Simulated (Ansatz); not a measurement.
Sr8O8 (started as a model of: 2x2x4 SrO rock-salt block), relaxed as a singlet with RKS r2SCAN-D4/def2-SVP in Ansatz, starting from the GFN2-xTB geometry. Force threshold 0.03 eV/Å.

In the def2 sets Sr takes a core potential; there is no spin–orbit coupling.

Start:

Cartesian coordinates in Å:
```
Sr -3.3659 0.8345 -1.8879
O -2.0254 -0.0723 -0.2083
Sr -0.9156 -1.1064 1.6483
O 0.5931 -1.9494 3.2536
O -2.0276 2.7352 -1.7697
Sr -0.7868 2.0366 0.1086
O 0.5267 0.8916 1.7552
Sr 1.7814 0.0335 3.5232
O -1.7689 0.0832 -3.4050
Sr -0.4771 -1.1007 -1.8270
O 0.7962 -1.8724 0.0505
Sr 2.0683 -2.8898 1.7181
Sr -0.4816 2.0224 -3.3556
O 0.6999 1.0533 -1.5950
Sr 2.1773 0.1712 0.0715
O 3.2058 -0.8705 1.9195
```

Question: Estimate the energy that the relaxation releases and the steps that it takes.

Answer: 10.8 kJ/mol, in 4 steps; 2.2 min on 4 threads of Arm Neoverse V1 on a shared host. No frequencies were taken in this run, so the end may be a saddle point.

Question: Does the start keep its bonding and symmetry?

Answer: By distances, no bond broke or formed. The bond that changes most is O14–Sr15, from 2.40 to 2.45 Å (atoms count from 1). Point group D2d at the start, D2d at the end, both within 0.05 Å.

Question: Predict the relaxed structure.

Answer: 
```xyz
16

Sr   -3.378    0.868   -1.944
O    -2.038   -0.061   -0.225
Sr   -0.864   -1.107    1.658
O     0.645   -1.963    3.285
O    -2.059    2.736   -1.826
Sr   -0.801    2.019    0.062
O     0.539    0.881    1.772
Sr    1.817   -0.014    3.555
O    -1.803    0.129   -3.434
Sr   -0.500   -1.054   -1.833
O     0.811   -1.882    0.067
Sr    2.100   -2.893    1.779
Sr   -0.538    2.039   -3.390
O     0.687    1.063   -1.613
Sr    2.165    0.142    0.114
O     3.216   -0.903    1.975
```
Bond lengths (bridged metal pairs left out): 28 × O–Sr 2.29 to 2.45 Å.
